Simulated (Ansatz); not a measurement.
System: sum formula WO2F, net charge 0, doublet state. The spin state was set by rule; other spins were not relaxed. 
Coordinates optimised at B3LYP-D3(BJ)/def2-TZVP (Ansatz, a first-principles code):
```xyz
4

W      0.0371     0.0530     0.0500
O      1.5176    -0.5510    -0.5574
O     -0.5169    -0.9189     1.3438
F     -1.1946     0.8711    -1.1097
```
Charge 0, spin multiplicity 2.

Property: atomisation energy (electronic, to ground-state atoms), in eV. Valence correlation only, unless marked. Open shells are spin-unrestricted. Spin-orbit coupling is left out. The frozen core is the preceding noble-gas configuration, with the filled d and f shells of earlier blocks. In def2 rows, elements after Kr have scalar-relativistic effective core potentials. The coupled-cluster limit lacks core correlation, which all-electron functionals hold. Basis-set limits of correlation are two-point, X^-3; Hartree-Fock from the larger set. The bracket is a focal-point correction in the basis named.

```csv
level,program,atomisation energy (eV)
PBE-D3(BJ)/def2-TZVPD,Ansatz + dftd3,21.88
BLYP-D3(BJ)/def2-TZVPD,Ansatz + dftd3,21.39
revPBE/def2-TZVPD,Ansatz,20.82
B3LYP-D4/def2-TZVPD,Ansatz + dftd4,20.19
r2SCAN0/def2-TZVPD,Ansatz,18.95
RPA@PBE/def2-TZVPP,Ansatz,18.87
MP2/def2-SVPD,Ansatz,20.36
```

Estimate the value at RI-MP2/CBS(def2-TZVPP,def2-QZVPP)+[CCSD(T)-MP2]/def2-TZVPP as computed with Ansatz.

20.48 eV
